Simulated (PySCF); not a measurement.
Vertical excitations of a molecule C3H4N2O from TDDFT-LC-ωPBE/def2-SVPD (PySCF 2.14.0), as energy in eV (oscillator strength): 5.27 (0.010), 5.87 (0.005), 6.45 (0.000), 7.80 (0.001), 7.94 (0.018), 8.00 (0.000), 8.35 (0.201), 8.99 (0.137), 9.07 (0.010), 9.15 (0.000). Lowest triplet (TDA): 4.28 eV. Geometry optimised at PBE0-D3(BJ)/def2-SVP. Other conformers were not sampled.

### Question
Which structure fits?
A. N#C/N=C/CO
B. C1=NCN=CO1
C. CO/C=N/C#N
D. C1=NC=NCO1

### Answer
B, C1=NCN=CO1
